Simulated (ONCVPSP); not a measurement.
**What one change does to a pseudopotential (zirconium (Zr), ONCV)**

zirconium, optimised norm-conserving Vanderbilt (ONCV), made with ONCVPSP 4.0.1 (PBE, scalar-relativistic). Core [Ar] 3d10, reference 4s2 4p6 4d2 5s1.75 5p0.25. Waves: 4s+5s: rc 2.00 bohr, ncon 4, nbas 7, qcut 4.6 1/bohr, 2 projectors; 4p+5p: rc 2.40 bohr, ncon 4, nbas 8, qcut 5.3 1/bohr, 2 projectors; 4d: rc 1.90 bohr, ncon 3, nbas 6, qcut 5.9 1/bohr, 2 projectors, debl 1.3 Ha. Local part: polynomial inside 1.30 bohr (lpopt 5, dvloc0 6 Ha). Core correction: polynomial model core, fcfact 0.35.

Change: s: qcut 5; p: qcut 5.8; d: qcut 6.4.

Cutoffs: the cutoffs (Ha) at which the residual kinetic energy of the hardest occupied pseudo-wave falls to 1 and 0.1 mHa per electron; they do not see the model core or the augmentation charge, which bear on the density cutoff. Errors are all-electron minus pseudo energies relative to the spin-unpolarised reference configuration.

Question: How do hardness, ghosts and transferability respond?

Answer: The potential gets neither clearly harder nor softer (13 Ha and 24 Ha → 14 Ha and 17 Ha); the errors of the 3 common tests hardly move; the range in which the d phases agree widens (upper end 3.3 → at the end of the scan); neither file shows a bound ghost.

| quantity | base | changed |
| --- | --- | --- |
| cutoff, loose | 13 Ha | 14 Ha |
| cutoff, tight | 24 Ha | 17 Ha |
| loose cutoff by channel | s 8.8 Ha, p 9.8 Ha, d 13 Ha | s 9.8 Ha, p 10 Ha, d 14 Ha |
| bound ghosts | none | none |
| GHOST(+) flags under 300 eV | none | none |
| tests with a reliable result | 3 of 4 | 3 of 4 |
| error for 4s2 4p6 4d2 5s2 5p0, meV [ΔE -0.75 eV] | 0.0 | 0.0 |
| error for 4s2 4p6 4d2 5s1 5p0, meV [ΔE 6.39 eV] | -1.7 | -1.6 |
| error for 4s2 4p6 4d2 5s0 5p0, meV [ΔE 19.33 eV] | -9.2 | -8.2 |
| s: phases at 2.03 bohr within 0.05 rad from the reference energy up to (Ha; the scan ends near 5) | to the end of the scan | to the end of the scan |
| p: phases at 2.43 bohr within 0.05 rad from the reference energy up to (Ha; the scan ends near 5) | 3.9 | 3.7 |
| d: phases at 1.93 bohr within 0.05 rad from the reference energy up to (Ha; the scan ends near 5) | 3.3 | to the end of the scan |
| rms error of d²Exc/dni dnj with the model core, mHa | 1.39 | 1.29 |
